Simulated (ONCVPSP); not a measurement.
**Varying the ONCV potential for V**

Base potential:

ONCVPSP 4.0.1 input, shortened (lines: element, Z, core and valence counts, functional; n l f; lmax; l rc ep ncon nbas qcut; lloc lpopt rc5 dvloc0; l nproj debl; icmod fcfact rcfact), PBEsol, fully relativistic:

```
  V 23.00    3    4  -116133      upf
    1    0    2.00
    2    0    2.00
    2    1    6.00
    3    0    2.00
    3    1    6.00
    3    2    3.00
    4    0    1.50
    2
    0    1.25    0.00    3    6   12.10
    1    1.45    0.00    3    7   10.80
    2    1.25    0.00    5    9   10.60
    4    5    1.15    6.00
    0    2    0.90
    1    2    2.20
    2    2    2.80
    0    0.00    0.00
```

Open shells are filled in proportion to 2j + 1.

Cutoffs, loose and tight: the cutoffs (Ha) at which the residual kinetic energy of the hardest occupied pseudo-wave falls to 1 and 0.1 mHa per electron. They do not see the model core or the augmentation charge, which bear on the density cutoff. Test errors are all-electron minus pseudo excitation energies from the reference, over the configurations 3s2 3p6 3d3 4s2; 3s2 3p6 3d3 4s1; 3s2 3p6 3d3 4s0; 3s2 3p6 3d3 4s0 4p2. A dash means not determined; rows that change the core or the reference have their own tests.

```
           change    outcome  cutoff, loose  cutoff, tight  bound ghosts  GHOST(+) flags above zero  largest test error (meV)
             base  generated          52 Ha         108 Ha          none                       none                      +1.0
       p: rc 1.18  generated          52 Ha         108 Ha          none                       none                      +1.0
     p: qcut 14.2  generated          52 Ha         108 Ha          none                       none                      +1.0
     p: debl 5.65  generated          52 Ha         108 Ha          none                       none                      +1.2
d: ncon 3, nbas 7  generated          46 Ha          52 Ha          none                       none                      +1.1
     s: qcut 10.1  generated          52 Ha         108 Ha          none                       none                      +1.1
```

Question: What comes out with this change to the base: reference 3s2 3p6 3d3 4s0.5?

Answer: outcome: generated; cutoff, loose: 52 Ha; cutoff, tight: 110 Ha; bound ghosts: none; GHOST(+) flags above zero: none; largest test error (meV): -1.1.

Question: What comes out with this change to the base: d: rc 0.92; local potential polynomial inside 0.92 bohr (lpopt 5, dvloc0 6 Ha)?

Answer: outcome: generated; cutoff, loose: 288 Ha; cutoff, tight: 348 Ha; bound ghosts: none; GHOST(+) flags above zero: none; largest test error (meV): +0.9.
